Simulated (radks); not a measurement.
Question: The table gives one normalised radial function P(r) = r R(r) (large component) of Al+ in [Ne] 3s1 3p(1/2: 1, 3/2: 0) (r in bohr). All-electron calculation, Dirac Kohn-Sham, relativistic LDA (MacDonald-Vosko exchange, VWN5 correlation), spin-unpolarised, spherical densities, finite nucleus; Fermi nuclear charge, rms radius 3.061 fm. Program: a radial shooting solver on a logarithmic mesh with Libxc functionals.

r	P
0.01513	0.0149
0.01706	0.0187
0.01939	0.0236
0.02186	0.0295
0.02484	0.0372
0.02801	0.0463
0.03184	0.0582
0.0359	0.0720
0.0408	0.0899
0.046	0.1105
0.05228	0.1370
0.05942	0.1692
0.067	0.2051
0.07614	0.2503
0.08585	0.2999
0.09758	0.3610
0.11	0.4263
0.125	0.5044
0.141	0.5851
0.1602	0.6778
0.1807	0.7691
0.2053	0.8682
0.2315	0.9594
0.2631	1.0500
0.2967	1.1239
0.3372	1.1854
0.3802	1.2218
0.4321	1.2337
0.4872	1.2168
0.5537	1.1681
0.6243	1.0950
0.7096	0.9914
0.8064	0.8675
0.9093	0.7399
1.033	0.6000
1.165	0.4731
1.324	0.3497
1.493	0.2506
1.697	0.1654
1.913	0.1053
2.175	0.0603
2.452	0.0330
2.787	0.0158
3.142	0.0071
3.571	0.0027
4.026	0.0010
4.576	0.0003
5.16	0.0001
5.864	0.0000
6.612	0.0000
7.515	0.0000
8.473	0.0000
9.63	0.0000

Which n and l does it have? It may be an empty orbital.

Answer: n = 2, l = 1: the number of nodes gives n - l - 1 = 0, the rise at small r points to l (for j = l - 1/2 the large component starts outside the nucleus as r^gamma with gamma = sqrt(l^2 - (Z/c)^2) = 1.00 and the r^(l+1) term takes over further out; the orbital of l - 1 with the same j starts with the same power, but with a larger coefficient, and does not steepen), and the extent must fit the shell. The curve is that of 2p1/2; the two j differ most near the nucleus, where j = l - 1/2 has the larger amplitude, and in heavy atoms j = l - 1/2 is also the more compact. 2p1/2: eigenvalue -80.046 eV, 0 radial nodes, <r> = 0.602 bohr, 90 % of the charge inside 1.02 bohr.
